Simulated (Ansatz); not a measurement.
`C[NH][Zr]([OH])([F])[Cl]` and `[OH][Zr]([F])([Cl])[SeH]` differ in one atom or group.

Ansatz, PBE0-D4/def2-TZVP geometries, multiplicity 1. Each molecule was computed in one conformer, which needn't be the lowest.

Elements past krypton have def2 core potentials. Scalar relativity is left out up to krypton.

```csv
property,`C[NH][Zr]([OH])([F])[Cl]`
LUMO energy (ωB97M-V/def2-TZVPP) / eV,0.64
HOMO energy (PBE0/def2-TZVPP) / eV,-7.25
HOMO–LUMO gap (PBE/def2-TZVPP) / eV,4.25
HOMO–LUMO gap (B3LYP/def2-TZVPP) / eV,6.02
LUMO energy (PBE0/def2-TZVPP) / eV,-0.77
LUMO energy (PBE/def2-TZVPP) / eV,-1.68
```

(1) What does the change do to each property? (An estimate is asked.)

Answers

(1) Ansatz gave: 
```json
{"property": "LUMO energy (ωB97M-V/def2-TZVPP) / eV", "`[OH][Zr]([F])([Cl])[SeH]`": "0.37", "shift": "-0.27"}
{"property": "HOMO energy (PBE0/def2-TZVPP) / eV", "`[OH][Zr]([F])([Cl])[SeH]`": "-7.40", "shift": "-0.15"}
{"property": "HOMO–LUMO gap (PBE/def2-TZVPP) / eV", "`[OH][Zr]([F])([Cl])[SeH]`": "3.82", "shift": "-0.43"}
{"property": "HOMO–LUMO gap (B3LYP/def2-TZVPP) / eV", "`[OH][Zr]([F])([Cl])[SeH]`": "5.31", "shift": "-0.71"}
{"property": "LUMO energy (PBE0/def2-TZVPP) / eV", "`[OH][Zr]([F])([Cl])[SeH]`": "-1.65", "shift": "-0.88"}
{"property": "LUMO energy (PBE/def2-TZVPP) / eV", "`[OH][Zr]([F])([Cl])[SeH]`": "-2.45", "shift": "-0.77"}
```

With PBE0 the HOMO falls by 0.15 eV and the LUMO falls by 0.88 eV, so the gap narrows by about 0.73 eV. PBE moves the HOMO by -0.34 eV and ωB97M-V by 0.05 eV.

B3LYP here is the variant with VWN-RPA as its local correlation; programs differ in this.

Spin–orbit coupling is left out; it splits and shifts lone-pair levels of the heavy atoms by tenths of an eV.
